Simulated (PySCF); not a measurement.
SMILES C[SiH2]CC[SiH3], GFN2-xTB optimised geometry.

```
17

Si     2.11     0.88     0.00
C      1.51     0.01     1.58
C      0.01     0.12     1.86
Si    -1.11    -0.86     0.68
C     -2.90    -0.77     1.32
H      3.57     0.88     0.00
H      1.63     2.27     0.00
H      1.62     0.19    -1.20
H      2.05     0.43     2.43
H      1.78    -1.05     1.53
H     -0.19    -0.22     2.88
H     -0.28     1.18     1.84
H     -0.67    -2.27     0.64
H     -1.06    -0.31    -0.68
H     -3.25     0.25     1.37
H     -2.99    -1.20     2.32
H     -3.57    -1.32     0.67
```

Density from B3LYP/def2-SVP run with PySCF at that geometry.

Minimum of the electron density along straight lines between bonded atoms, close to the bond critical point (lines longer than 1.1 times the sum of covalent radii, or with two minima, are not listed):

```json
[
 {"bond": "Si1–C2", "length / Å": "1.900", "ρ at the minimum / e bohr⁻³": "0.113", "∇²ρ there / e bohr⁻⁵": "[?]", "position (fraction from the first atom)": "0.38"},
 {"bond": "C2–C3", "length / Å": "1.529", "ρ at the minimum / e bohr⁻³": "[?]", "∇²ρ there / e bohr⁻⁵": "[?]", "position (fraction from the first atom)": "0.50"},
 {"bond": "C3–Si4", "length / Å": "1.904", "ρ at the minimum / e bohr⁻³": "0.112", "∇²ρ there / e bohr⁻⁵": "0.32", "position (fraction from the first atom)": "0.62"},
 {"bond": "Si4–C5", "length / Å": "1.899", "ρ at the minimum / e bohr⁻³": "0.111", "∇²ρ there / e bohr⁻⁵": "0.32", "position (fraction from the first atom)": "0.38"},
 {"bond": "Si1–H6", "length / Å": "1.466", "ρ at the minimum / e bohr⁻³": "0.116", "∇²ρ there / e bohr⁻⁵": "0.34", "position (fraction from the first atom)": "0.49"},
 {"bond": "Si1–H7", "length / Å": "1.466", "ρ at the minimum / e bohr⁻³": "0.116", "∇²ρ there / e bohr⁻⁵": "0.33", "position (fraction from the first atom)": "0.49"},
 {"bond": "Si1–H8", "length / Å": "1.463", "ρ at the minimum / e bohr⁻³": "0.117", "∇²ρ there / e bohr⁻⁵": "0.34", "position (fraction from the first atom)": "0.49"},
 {"bond": "C2–H9", "length / Å": "1.095", "ρ at the minimum / e bohr⁻³": "0.271", "∇²ρ there / e bohr⁻⁵": "-0.95", "position (fraction from the first atom)": "0.62"},
 {"bond": "C2–H10", "length / Å": "1.092", "ρ at the minimum / e bohr⁻³": "0.272", "∇²ρ there / e bohr⁻⁵": "-0.96", "position (fraction from the first atom)": "0.62"},
 {"bond": "C3–H11", "length / Å": "1.095", "ρ at the minimum / e bohr⁻³": "0.270", "∇²ρ there / e bohr⁻⁵": "-0.94", "position (fraction from the first atom)": "0.62"},
 {"bond": "C3–H12", "length / Å": "1.093", "ρ at the minimum / e bohr⁻³": "0.272", "∇²ρ there / e bohr⁻⁵": "-0.95", "position (fraction from the first atom)": "0.62"},
 {"bond": "Si4–H13", "length / Å": "1.471", "ρ at the minimum / e bohr⁻³": "0.115", "∇²ρ there / e bohr⁻⁵": "0.33", "position (fraction from the first atom)": "0.49"},
 {"bond": "Si4–H14", "length / Å": "1.469", "ρ at the minimum / e bohr⁻³": "0.116", "∇²ρ there / e bohr⁻⁵": "0.33", "position (fraction from the first atom)": "0.49"},
 {"bond": "C5–H15", "length / Å": "1.086", "ρ at the minimum / e bohr⁻³": "0.272", "∇²ρ there / e bohr⁻⁵": "-0.97", "position (fraction from the first atom)": "0.62"},
 {"bond": "C5–H16", "length / Å": "1.086", "ρ at the minimum / e bohr⁻³": "0.272", "∇²ρ there / e bohr⁻⁵": "-0.97", "position (fraction from the first atom)": "0.62"},
 {"bond": "C5–H17", "length / Å": "1.085", "ρ at the minimum / e bohr⁻³": "0.273", "∇²ρ there / e bohr⁻⁵": "-0.98", "position (fraction from the first atom)": "0.62"}
]
```

Question: Some entries are withheld; supply them.

Answer: 
- Si1–C2, ∇²ρ there / e bohr⁻⁵: 0.30
- C2–C3, ρ at the minimum / e bohr⁻³: 0.237
- C2–C3, ∇²ρ there / e bohr⁻⁵: -0.51
